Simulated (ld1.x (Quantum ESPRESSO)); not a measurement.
Before and after: TM potential for arsenic

As (Z = 33), norm-conserving Troullier–Martins (Kleinman–Bylander form), made with ld1.x (Quantum ESPRESSO) 7.5 (revPBE, fully relativistic). Core [Ar] 3d10, reference 4s2 4p2 (charge +1). Waves: 4s (bound): rc 1.20 bohr; 4p (bound): rc 2.10 bohr; 4d channel at 0.35 Ry: rc 1.80 bohr. Local part: all-electron potential smoothed inside 1.35 bohr (lloc = -1). Core correction: Bessel-smoothed model core inside 1.00 bohr.

Open shells are filled in proportion to 2j + 1 (rel_dist='average').

Change: wave 4p (bound): rc 2.10 bohr becomes 4p (bound): rc 3.08 bohr.

Cutoffs: the cutoffs (Ry, on a coarse ladder) from which the occupation-weighted sum of valence levels, in a spherical-Bessel basis at the reference potential, stays within 10 and 1 mRy of its value at 400 Ry; they do not see the model core or the augmentation charge, which bear on the density cutoff. Errors are all-electron minus pseudo energies relative to the spin-unpolarised reference configuration.

Q: What does the change do?

A: The potential gets neither clearly harder nor softer (60 Ry and 160 Ry → 60 Ry and 160 Ry); both files keep a bound ghost (s); of the 7 tests that both files solve, the error grows in 3 and shrinks in 4 by more than 15 % and 0.3 meV (median size 3.8 → 2.9 meV).

```tsv
quantity	base	changed
cutoff, loose	60 Ry	60 Ry
cutoff, tight	160 Ry	160 Ry
bound ghosts	s	s
error for 4s2 4p3, meV [ΔE -9.11 eV]	+2.5	+1.5
error for 4s2 4p1, meV [ΔE 17.86 eV]	+3.2	-6.1
error for 4s2 4p0, meV [ΔE 45.46 eV]	+13	-61
error for 4s1 4p4, meV [ΔE 0.28 eV]	-8.3	+0.3
error for 4s1 4p3, meV [ΔE 10.08 eV]	-6.3	+9.0
error for 4s2 4p3.3, meV [ΔE -10.33 eV]	+3.8	+2.9
error for 4s2 4p2.5, meV [ΔE -5.57 eV]	+0.7	+0.2
```

 A true bound ghost makes a file unfit for plane-wave use even where its test errors are small: the radial tests pick states by their node count and pass the ghost by.
